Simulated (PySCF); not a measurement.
FeF3, SMILES [F][Fe]([F])[F] (connectivity only; charge and spin as stated), neutral, multiplicity 6.

The structure is a stationary point at PBE0-D3(BJ)/def2-SVP. The multiplicity is an assumed one; other spin states were not compared. The isomer is the one that the SMILES or the coordinates give; other isomers of the formula were not compared.

Calculation: TDA-LC-ωPBE/def2-SVPD in PySCF.

Vertical excitations; the highest root listed may be one member of a degenerate set. 

Computed lowest excited states:
```tsv
state	energy (eV)	λ (nm)	f	main pairs
root 1	4.02	309	0.000	β HOMO→LUMO 99 %
root 2	4.11	302	0.000	β HOMO→LUMO+1 (degenerate set)
root 3	4.11	302	0.000	β HOMO→LUMO+2 (degenerate set)
root 4	4.45	278	0.006	β HOMO−1→LUMO 98 %
root 5	4.50	276	0.000	β HOMO−5→LUMO (degenerate set)
root 6	4.50	276	0.000	β HOMO−4→LUMO (degenerate set)
root 7	4.62	268	0.005	β HOMO−2→LUMO, β HOMO−1→LUMO+1, β HOMO−5→LUMO+2, β HOMO−4→LUMO+1 (degenerate set)
root 8	4.62	268	0.005	β HOMO−3→LUMO, β HOMO−1→LUMO+2, β HOMO−5→LUMO+1, β HOMO−4→LUMO+2 (degenerate set)
root 9	4.71	263	0.000	β HOMO−2→LUMO+2 45 %, β HOMO−3→LUMO+1 45 %
root 10	4.82	257	0.017	β HOMO−3→LUMO 55 %, β HOMO−1→LUMO+2 14 %, β HOMO−4→LUMO+2 9 %, β HOMO−5→LUMO+1 9 %
```
Unrestricted roots are not spin-pure.
